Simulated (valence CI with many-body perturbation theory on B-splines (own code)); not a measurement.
## E1 line list for Pb L

Calculated by configuration interaction combined with many-body perturbation theory (CI+MBPT): five valence electrons over a frozen Dirac-Fock core [Ar] 3d10, a basis of 9 s, 9 p, 8 d, 6 f, 3 g, 1 h functions for each j, with the one-electron correlation potential Σ1, the two-electron term Σ2, the three-electron term Σ3, Breit, model QED; selected CI, second order for the rest (own B-spline code, finite nucleus).

No measured spectrum was set against this ion. As an estimate, large intervals hold to a few tenths of a per cent, small ones and those within an open d or f shell to about a per cent. Among the levels kept, up to 330 cm⁻¹ of a level comes from second order outside the variational space, and about a tenth of that is noise between levels of different J, which matters for small intervals.

Lines 201 to 210 of 210 in falling wavelength, among levels below 39.913 Ry, chosen from the strongest by gf and those to the six lowest levels. Wavelengths and rates use the calculated energies. Electric multipoles are in the length gauge, E1 and E2 with the static RPA response of the core. Weak lines are less certain than strong ones. Lines between different terms over intervals too small for the method are left out, as are lines whose strength nearly cancels. The highest levels of a list are the least certain.

Levels are named by their leading jj configuration (3d3/2^4 stands for four electrons in 3d with j = 3/2), which in mixed levels can hold well under half, so a name can repeat and another be missing. Letters in brackets count levels of one name in rising energy.

```json
{"λ vac (nm)": "3.092", "Upper": "(4s^2 4p1/2 4p3/2 4d5/2) J=3/2 [b]", "Lower": "(4s^2 4p1/2^2 4p3/2) J=3/2", "A (s⁻¹)": "2.94e+10", "S (a.u.)": "1.72e-03"}
{"λ vac (nm)": "3.080", "Upper": "(4s^2 4p1/2 4p3/2 4d5/2) J=1/2", "Lower": "(4s^2 4p1/2^2 4p3/2) J=3/2", "A (s⁻¹)": "1.58e+10", "S (a.u.)": "4.55e-04"}
{"λ vac (nm)": "2.792", "Upper": "(4s 4p1/2 4p3/2^3) J=3/2 [a]", "Lower": "(4s^2 4p1/2^2 4p3/2) J=3/2", "A (s⁻¹)": "2.97e+08", "S (a.u.)": "1.27e-05"}
{"λ vac (nm)": "2.732", "Upper": "(4s 4p1/2 4p3/2^3) J=5/2", "Lower": "(4s^2 4p1/2^2 4p3/2) J=3/2", "A (s⁻¹)": "3.98e+09", "S (a.u.)": "2.40e-04"}
{"λ vac (nm)": "2.661", "Upper": "(4s 4p1/2 4p3/2^3) J=1/2", "Lower": "(4s^2 4p1/2^2 4p3/2) J=3/2", "A (s⁻¹)": "6.38e+09", "S (a.u.)": "1.19e-04"}
{"λ vac (nm)": "2.655", "Upper": "(4s 4p1/2 4p3/2^3) J=3/2 [b]", "Lower": "(4s^2 4p1/2^2 4p3/2) J=3/2", "A (s⁻¹)": "3.22e+07", "S (a.u.)": "1.19e-06"}
{"λ vac (nm)": "2.379", "Upper": "(4s^2 4p3/2^2 4d3/2) J=3/2 [a]", "Lower": "(4s^2 4p1/2^2 4p3/2) J=3/2", "A (s⁻¹)": "5.74e+06", "S (a.u.)": "1.53e-07"}
{"λ vac (nm)": "2.374", "Upper": "(4s^2 4p3/2^2 4d3/2) J=5/2", "Lower": "(4s^2 4p1/2^2 4p3/2) J=3/2", "A (s⁻¹)": "3.44e+06", "S (a.u.)": "1.36e-07"}
{"λ vac (nm)": "2.373", "Upper": "(4s^2 4p3/2^2 4d3/2) J=1/2", "Lower": "(4s^2 4p1/2^2 4p3/2) J=3/2", "A (s⁻¹)": "1.05e+07", "S (a.u.)": "1.39e-07"}
{"λ vac (nm)": "2.322", "Upper": "(4s^2 4p3/2^2 4d3/2) J=3/2 [b]", "Lower": "(4s^2 4p1/2^2 4p3/2) J=3/2", "A (s⁻¹)": "2.63e+08", "S (a.u.)": "6.50e-06"}
```
